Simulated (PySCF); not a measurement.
# Name the molecule from its bond curve

A diatomic of charge 0 contains Br. Its doublet curve at TPSSh in a triple-zeta basis (no relativity, PySCF), in eV from the separated fragments:

| R (Å) | E (eV) |
| --- | --- |
| 1.565 | -2.620 |
| 1.638 | -3.229 |
| 1.711 | -3.569 |
| 1.765 | -3.696 |
| 1.820 | -3.741 |
| 1.875 | -3.725 |
| 1.947 | -3.631 |
| 2.038 | -3.435 |
| 2.148 | -3.130 |
| 2.293 | -2.665 |

The fit gives ωe = 716 cm⁻¹ and the rotational constant Bₑ = 0.4829 cm⁻¹.

Question: Which atom is the partner?

Answer: The minimum lies at 1.831 Å, so the reduced mass is 16.8576 u Å² cm⁻¹/(Bₑ·Re²) = 10.41 u. With Br at 78.92 u the partner weighs about 12.0 u: C. The molecule is CBr.

Spin–orbit coupling is left out. The state was picked by a PBE0 search and need not be the measured ground state.
